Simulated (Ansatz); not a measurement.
Geometry optimisation, UKS BLYP-D4/def2-SVP (Ansatz).

Input file:

```yaml
crystal:
  periodic: [false, false, false]
  atoms:
    - { symbol: Al, position_ang: [-1.352528, -1.605963, 0.919629] }
    - { symbol: O, position_ang: [1.127178, 0.274159, 0.377754] }
    - { symbol: C, position_ang: [1.231431, 0.692286, -0.982159] }
    - { symbol: "N", position_ang: [-1.860266, -0.017224, 1.065854] }
    - { symbol: H, position_ang: [0.320497, 0.687212, 0.747687] }
    - { symbol: H, position_ang: [-0.628414, -2.971178, 0.652246] }
    - { symbol: H, position_ang: [0.294518, 0.521294, -1.562228] }
    - { symbol: H, position_ang: [1.49988, 1.771526, -1.076865] }
    - { symbol: H, position_ang: [2.042014, 0.103353, -1.457745] }
    - { symbol: H, position_ang: [-2.674511, 0.544436, 1.315727] }
magnetization:
  spin_polarized: true
basis:
  gaussian: { orbitals: def2-SVP }
hamiltonian:
  xc: blyp
  dispersion: d4
relax:
  f_tol: 0.03
  max_steps: 50
```

Launched with:

```bash
$ ansatz run input.yaml --threads 2 --pin off --max-ram 3072MiB --backend cpu --events-out ev --progress --plain --runs-dir out
```

**Question.** Where does it end, and by what steps?

**Answer.** The forces met the threshold. The force dipped under the threshold on the way, but the program's further checks kept it going. After 29 steps the energy has fallen by 3.432 eV; H5 moved furthest, 2.08 Å. Parted: O2–H5. Joined: Al1–O2, N4–H5.

```csv
step,energy less start (eV),largest force component (eV/Å),accepted
0,0.0000,0.407,yes
2,-0.4327,0.780,yes
4,-0.8113,0.553,yes
6,-0.8858,0.405,yes
8,-1.3972,2.145,yes
10,-2.5338,1.952,yes
12,-3.0822,0.942,yes
14,-3.2949,0.432,yes
16,-3.3829,0.544,yes
18,-3.4261,0.076,yes
20,-3.4299,0.031,yes
22,-3.4307,0.042,yes
24,-3.4309,0.012,yes
26,-3.4313,0.024,yes
28,-3.4316,0.051,yes
29,-3.4323,0.009,yes
```

```xyz
10
Properties=species:S:1:pos:R:3
Al -0.451 -1.020 0.654
O 0.859 -0.634 -0.381
C 1.375 0.456 -1.106
N -1.676 0.200 1.097
H -1.695 1.179 0.798
H -0.538 -2.497 1.202
H 0.581 1.125 -1.516
H 2.046 1.088 -0.478
H 1.978 0.093 -1.969
H -2.480 0.010 1.700
```

Run time: 75 s on 2 threads of Arm Neoverse V1, with other jobs on the host, peak memory 0.18 GiB.
